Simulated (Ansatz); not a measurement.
Geometry optimisation, Ansatz, RKS CAM-B3LYP-D4/def2-SVP.

The input (input.yaml):

```yaml
crystal:
  periodic: [false, false, false]
  atoms:
    - { symbol: B, position_ang: [0.161665, 0.39392, -0.367708] }
    - { symbol: O, position_ang: [-0.080216, 0.037351, 2.203625] }
    - { symbol: H, position_ang: [-1.010376, -0.207442, 2.104741] }
    - { symbol: O, position_ang: [1.348693, -0.073473, -0.777804] }
    - { symbol: H, position_ang: [1.316329, -0.969406, -1.138882] }
    - { symbol: F, position_ang: [-0.959404, -0.312358, -0.532377] }
    - { symbol: H, position_ang: [0.088675, 1.503162, 0.074846] }
    - { symbol: H, position_ang: [-0.054766, 0.957147, 1.854259] }
basis:
  gaussian: { orbitals: def2-SVP }
hamiltonian:
  xc: cam_b3lyp
  dispersion: d4
relax:
  f_tol: 0.03
  max_steps: 50
```

Command:

```bash
$ ansatz run input.yaml --threads 2 --pin off --max-ram 3072MiB --backend cpu --events-out ev --progress --plain --runs-dir out
```

Task: Where does it end, and by what steps?

Result: It converged. After 15 steps the energy has fallen by 0.119 eV; H8 moved furthest, 0.52 Å.

```csv
step,energy less start (eV),largest force component (eV/Å),accepted
0,0.0000,0.822,yes
1,-0.0258,1.628,yes
2,0.0217,2.686,no
3,-0.0753,0.244,yes
4,-0.0875,0.170,yes
5,-0.0902,0.162,yes
6,-0.0312,2.137,no
7,-0.1016,0.690,yes
8,-0.1123,0.147,yes
9,-0.1058,0.363,no
10,-0.1164,0.055,yes
11,-0.1174,0.057,yes
12,-0.1177,0.138,yes
13,-0.1184,0.102,yes
14,-0.1185,0.069,yes
15,-0.1188,0.021,yes
```

```xyz
8
Properties=species:S:1:pos:R:3
B 0.090 0.431 -0.352
O -0.029 -0.010 1.814
H -0.986 -0.129 1.890
O 1.312 -0.047 -0.664
H 1.309 -1.001 -0.808
F -1.000 -0.337 -0.549
H -0.053 1.619 -0.207
H 0.166 0.803 2.298
```

Whether the end is a true minimum wasn't checked by a vibrational analysis.

The run took 13 s on 2 threads of Intel(R) Xeon(R) 6975P-C (Granite Rapids), with other jobs on the host, peak memory 0.17 GiB.
